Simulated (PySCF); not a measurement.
An unknown gives this computed stick spectrum. The calculation used TDDFT B3LYP/def2-SVPD, vertical, gas phase, core orbitals frozen in the response in PySCF 2.14.0, density-fitted response routines. Geometries: GFN2-xTB, one conformer each.

```json
{"state": "S1", "E (eV)": "5.21", "f": "0.096", "main configurations (H = HOMO, L = LUMO)": "H→L (94%)"}
{"state": "S2", "E (eV)": "5.36", "f": "0.0006", "main configurations (H = HOMO, L = LUMO)": "H→L+1 (98%)"}
{"state": "S3", "E (eV)": "5.58", "f": "0.0002", "main configurations (H = HOMO, L = LUMO)": "H-1→L (99%)"}
{"state": "S4", "E (eV)": "6.23", "f": "0.0001", "main configurations (H = HOMO, L = LUMO)": "H→L+2 (97%)"}
{"state": "S5", "E (eV)": "6.39", "f": "0.057", "main configurations (H = HOMO, L = LUMO)": "H-2→L (79%), H→L+4 (11%)"}
{"state": "S6", "E (eV)": "6.70", "f": "0.0031", "main configurations (H = HOMO, L = LUMO)": "H→L+3 (84%), H-2→L+1 (9%)"}
{"state": "S7", "E (eV)": "6.75", "f": "0.0000", "main configurations (H = HOMO, L = LUMO)": "H-2→L+1 (88%), H→L+3 (9%)"}
{"state": "S8", "E (eV)": "6.90", "f": "0.017", "main configurations (H = HOMO, L = LUMO)": "H-1→L+1 (75%), H→L+4 (21%)"}
```

Triplets computed (Tamm–Dancoff): 3.58, 5.05, 5.16 eV.

Orbital energies (eV): HOMO-3 -10.48, HOMO-2 -8.32, HOMO-1 -8.16, HOMO -6.83, LUMO -1.21, LUMO+1 -0.30, LUMO+2 0.26.

Problem. Which candidate is it?
A. `N#Cc1ccn[nH]1`
B. `CC1=NC(F)=CS1`
C. `C[SiH2]N[Si](N)(S)S`

Solution. B. Its S1, at 5.21 eV, is the lowest among the candidates; the nearest of the others has S1 at 5.57 eV. S1 is HOMO→LUMO (94%). Löwdin shares by element: HOMO carbon 61% or more, sulfur 17% (atoms not listed hold the other 22%); LUMO carbon 41% or more, sulfur 22%, nitrogen 15% (atoms not listed hold the other 21%). At the same level the other candidates give, for their lowest levels:
- `C[SiH2]N[Si](N)(S)S`: 5.57 eV (f 0.002); 5.97 eV (f 0.036); 6.04 eV (f 0.016); 6.12 eV (f 0.029); 6.32 eV (f 0.022); T1 5.32 eV; HOMO -6.81, LUMO -0.30 eV
- `N#Cc1ccn[nH]1`: 5.88 eV (f 0.003); 5.89 eV (f 0.277); 6.02 eV (f 0.049); 6.21 eV (f 0.000); 7.00 eV (f 0.000); T1 3.97 eV; HOMO -7.75, LUMO -1.66 eV
